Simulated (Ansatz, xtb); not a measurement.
## C4H5NO2: 3 structures ranked

3 gas-phase structures of C4H5NO2, from a drawn sample of its isomers (lower ones may exist). Each was relaxed with GFN2-xTB; where two conformers were screened, the lower at r2SCAN-D4/def2-SVP is listed:

A. `COc1ncco1`, a singlet
B. `COc1cocn1`, a singlet
C. `COc1cnco1`, a singlet

Q: Make a reasoned guess at their ranking by r2SCAN-D4/def2-SVP single-point energy.

A: Calculated order at r2SCAN-D4/def2-SVP: A (0.000), B (0.206), C (0.255) eV.

Energies above the lowest of each column, in eV; the last columns are at PBE0-D3(BJ)/def2-SVP geometries:

```tsv
structure	GFN2-xTB	HF/STO-3G	r2SCAN-D4/def2-SVP	PBE0-D3(BJ)/def2-SVP	CCSD(T)/def2-SVP + ΔMP2/def2-TZVPP
A	0.000	0.000	0.000	0.000	0.000
B	0.183	0.203	0.206	0.214	0.240
C	0.285	0.156	0.255	0.246	0.247
```

Every level run on A puts it lowest or level with the lowest. Flexible structures stand in one conformer each, not always the lowest. ΔMP2 is the change of the MP2 energy from the smaller to the larger basis.

Programs: Ansatz 0.2.0, xtb 6.7.1.
